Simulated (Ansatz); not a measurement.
```json
{"atom": "O", "x (Å)": "-0.2681", "y (Å)": "1.8923", "z (Å)": "-1.0613"}
{"atom": "P", "x (Å)": "-0.1045", "y (Å)": "0.5088", "z (Å)": "-0.6245"}
{"atom": "N", "x (Å)": "0.1042", "y (Å)": "-1.2561", "z (Å)": "-0.0673"}
```

Basis set: cc-pVDZ (spherical functions). Correlated methods keep 7 orbitals frozen. Charge 0, multiplicity 1.

Computed with Ansatz (development build ahead of 0.2.0); the reference of a correlated method needn't be the lowest determinant of its kind. Restricted open shells among the atoms or ions are ROHF, correlated in semicanonical orbitals with singles.

(1) Give the atomization energy at this shape (free ground-state atoms in the same class of orbitals less the molecule, no zero-point energy) of singlet NOP by RHF-CCSD(T), RHF-CCSD.

Results:

(1)

```tsv
method	atomization energy
RHF-CCSD(T)	5.58 eV
RHF-CCSD	4.64 eV
```

Caution: large amplitudes, a single reference is doubtful; no unrestricted run beside it, a lower state can exist; the reference determinant was not shown to be the lowest.
